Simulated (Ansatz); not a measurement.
CH8AlBOSi (`BCO[SiH2][AlH2]`), relaxed with RKS PBE0-D4/def2-TZVP in Ansatz from a PBE-D4/def2-SVP geometry. The force threshold is 0.005 eV/Å; the program also tests the step.

The species carries charge 0 and has multiplicity 1.

Start:

```xyz
13

B     1.333    0.565   -1.902
C     1.330    0.284   -0.369
O     0.473    1.051    0.466
Si   -1.173    0.672    0.610
Al   -1.501   -1.539    1.682
H     2.090   -0.090   -2.597
H     0.649    1.434   -2.406
H     2.391    0.486   -0.059
H     1.240   -0.821   -0.178
H    -1.849    0.713   -0.752
H    -1.760    1.793    1.426
H    -0.282   -2.578    1.824
H    -2.940   -1.970    2.255
```

Q: How much energy does the relaxation release, and in how many steps? (Estimate.)

A: Computed: 5.70 kJ/mol, in 8 steps.

Q: Which bonds change most? (An estimate is asked.)

A: The calculation gave: O3–Si4 from 1.695 to 1.654 Å; B1–H7 from 1.216 to 1.195 Å; B1–H6 from 1.218 to 1.197 Å; C2–H8 from 1.124 to 1.104 Å.

Q: Give the relaxed structure. (Estimate.)

A: The calculation gave: 
```xyz
13

B     1.327    0.561   -1.897
C     1.327    0.292   -0.371
O     0.461    1.066    0.437
Si   -1.137    0.675    0.612
Al   -1.479   -1.535    1.669
H     2.087   -0.071   -2.572
H     0.616    1.380   -2.400
H     2.360    0.473   -0.025
H     1.194   -0.791   -0.188
H    -1.826    0.699   -0.720
H    -1.723    1.777    1.424
H    -0.287   -2.578    1.830
H    -2.920   -1.949    2.201
```
